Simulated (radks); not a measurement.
Values are calculated unless marked as measured or tabulated.
Effect of the nuclear size on neutral palladium, [Kr] 4d10. Level of theory: Dirac Kohn-Sham, LDA (Slater exchange, Perdew-Wang correlation), spin-unpolarised, spherical densities, finite nucleus; Fermi nuclear charge, rms radius 4.5318 fm (a radial shooting solver on a logarithmic mesh with Libxc functionals). The rms radius is varied about that value; shifts are against it.

| rms radius (fm) | total energy shift (eV) | density at nucleus (e/bohr^3) | 1s1/2 shift (meV) | 2s1/2 shift (meV) | 4s1/2 shift (meV) | 5s1/2 (empty) shift (meV) |
|---|---|---|---|---|---|---|
| 4.065 | -0.487 | 1.341e+05 | -205 | -22.8 | -0.807 | -0.054 |
| 4.2146 | -0.336 | 1.335e+05 | -142 | -15.7 | -0.557 | -0.037 |
| 4.5318 | 0 | 1.322e+05 | 0.000 | 0.000 | 0.000 | 0.000 |
| 4.6949 | 0.181 | 1.316e+05 | 76.4 | 8.47 | 0.300 | 0.020 |
| 5.4518 | 1.09 | 1.291e+05 | 461 | 51.2 | 1.81 | 0.122 |

Slopes of the eigenvalues against <r^2> in GHz/fm^2, as finite differences over the two radii next to the reference (eigenvalue slopes, not the field-shift constants of lines): 1s1/2 12300, 2s1/2 1370, 4s1/2 48.4, 5s1/2 (empty) 3.26.
